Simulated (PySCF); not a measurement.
# C⁺ (carbon, charge +1) across methods

[He] 2s1 2p1 3d1, one real determinant (an excited configuration). Calculation: PySCF 2.14, in aug-cc-pVDZ-DK; scalar relativity by spin-free X2C-1e.

```json
{"method": "PBE0", "E (hartree)": "-36.4798", "mean ε 2s α (eV)": "-34.783", "mean ε 2p α (eV)": "-26.667", "mean ε 3d α (eV)": "-3.513", "Σ⟨r²⟩ (bohr²)": "15.39", "⟨S²⟩": "3.750"}
{"method": "B3LYP", "E (hartree)": "-36.5204", "mean ε 2s α (eV)": "-34.223", "mean ε 2p α (eV)": "-26.229", "mean ε 3d α (eV)": "-3.336", "Σ⟨r²⟩ (bohr²)": "15.38", "⟨S²⟩": "3.750"}
{"method": "r2SCAN", "E (hartree)": "-36.5085", "mean ε 2s α (eV)": "-33.310", "mean ε 2p α (eV)": "-25.275", "mean ε 3d α (eV)": "-2.915", "Σ⟨r²⟩ (bohr²)": "15.39", "⟨S²⟩": "3.750"}
{"method": "r2SCAN0", "E (hartree)": "-36.5032", "mean ε 2s α (eV)": "-35.202", "mean ε 2p α (eV)": "-27.109", "mean ε 3d α (eV)": "-3.376", "Σ⟨r²⟩ (bohr²)": "15.39", "⟨S²⟩": "3.750"}
{"method": "LDA", "E (hartree)": "-36.1355", "mean ε 2s α (eV)": "-32.564", "mean ε 2p α (eV)": "-24.372", "mean ε 3d α (eV)": "-2.802", "Σ⟨r²⟩ (bohr²)": "15.38", "⟨S²⟩": "3.750"}
{"method": "M06", "E (hartree)": "-36.5095", "mean ε 2s α (eV)": "-34.303", "mean ε 2p α (eV)": "-26.261", "mean ε 3d α (eV)": "-3.397", "Σ⟨r²⟩ (bohr²)": "15.43", "⟨S²⟩": "3.750"}
{"method": "PBE", "E (hartree)": "-36.4771", "mean ε 2s α (eV)": "-32.704", "mean ε 2p α (eV)": "-24.636", "mean ε 3d α (eV)": "-3.046", "Σ⟨r²⟩ (bohr²)": "15.37", "⟨S²⟩": "3.750"}
{"method": "UHF", "E (hartree)": "-36.41117", "mean ε 2s α (eV)": "-40.605", "mean ε 2p α (eV)": "-32.460", "mean ε 3d α (eV)": "-4.579", "Σ⟨r²⟩ (bohr²)": "15.48", "⟨S²⟩": "3.750"}
```

Problem. Estimate the same row for wB97X-V.

Solution. E (hartree) = -36.5056; mean ε 2s α (eV) = -37.263; mean ε 2p α (eV) = -29.081; mean ε 3d α (eV) = -5.111; Σ⟨r²⟩ (bohr²) = 15.38; ⟨S²⟩ = 3.750.

⟨L²⟩ = 8.00 against 12 for a pure F term, so this real determinant mixes terms. The outer electron is Rydberg-like, and this basis confines it to a smaller radius and binds it less than a complete one would.
